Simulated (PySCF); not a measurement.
```xyz
4

Al     0.0000     0.0000     0.0001
H      1.5668    -0.2072    -0.0043
H     -0.9628    -1.2533     0.0025
H     -0.6040     1.4605     0.0017
```

Charge 0, multiplicity 1.

Question: Give the Mulliken and meta-Löwdin atomic charges from PBE-D3(BJ)/def2-TZVP // B3LYP-D3(BJ)/def2-TZVP (PySCF).

Answer: 
```json
[
 {"atom": "Al1", "Mulliken (e)": "0.27", "meta-Löwdin (e)": "0.39"},
 {"atom": "H2", "Mulliken (e)": "-0.09", "meta-Löwdin (e)": "-0.13"},
 {"atom": "H3", "Mulliken (e)": "-0.09", "meta-Löwdin (e)": "-0.13"},
 {"atom": "H4", "Mulliken (e)": "-0.09", "meta-Löwdin (e)": "-0.13"}
]
```
